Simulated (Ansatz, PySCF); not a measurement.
Lewis adduct: GaH3 (SMILES [GaH3]) (first 4 atoms) with C2H6O (SMILES COC); geometry from B3LYP-D3(BJ)/def2-TZVP, rigid monomers moved along the line of their centres of mass till Ga1···O6 is 3.02 Å.
(charge 0, multiplicity 1):
```xyz
13

Ga     0.71688     0.24026     0.98544
H      1.97811    -0.69683     1.11976
H     -0.60867    -0.37569     0.37691
H      0.90053     1.80568     0.93433
C     -1.32168     0.90394     4.20754
O     -0.24147     0.03991     3.84579
C     -0.38553    -1.28352     4.36737
H     -1.39138     0.96487     5.29559
H     -2.26295     0.53223     3.79383
H     -1.09741     1.88296     3.79333
H     -0.44617    -1.24164     5.45685
H      0.49607    -1.84168     4.06468
H     -1.28308    -1.75814     3.96187
```

Counterpoise-corrected where a basis set is named; no monomer relaxation.

Cores are frozen in the correlated methods. Filled d and f shells under p-block atoms count as core.

Programs: Ansatz (Gaussian orbitals); PySCF for the dispersion terms. 

PBE/def2-TZVPPD gives -30.7 kJ/mol for the interaction energy.

How do the other levels lie against it? Give each less PBE: PBE-D3(BJ)/def2-TZVPPD, r2SCAN/def2-TZVPPD, B3LYP/def2-TZVPPD, wB97M-V/def2-TZVPPD, MP2/aug-cc-pVDZ, CCSD(T)/aug-cc-pVDZ.

PBE-D3(BJ)/def2-TZVPPD -5.2; r2SCAN/def2-TZVPPD -4.2; B3LYP/def2-TZVPPD 2.5; wB97M-V/def2-TZVPPD -5.7; MP2/aug-cc-pVDZ -5.6; CCSD(T)/aug-cc-pVDZ -4.9 kJ/mol. 1 of 6 lie above PBE; the widest gap is to wB97M-V/def2-TZVPPD.

Ansatz is an electronic-structure program.
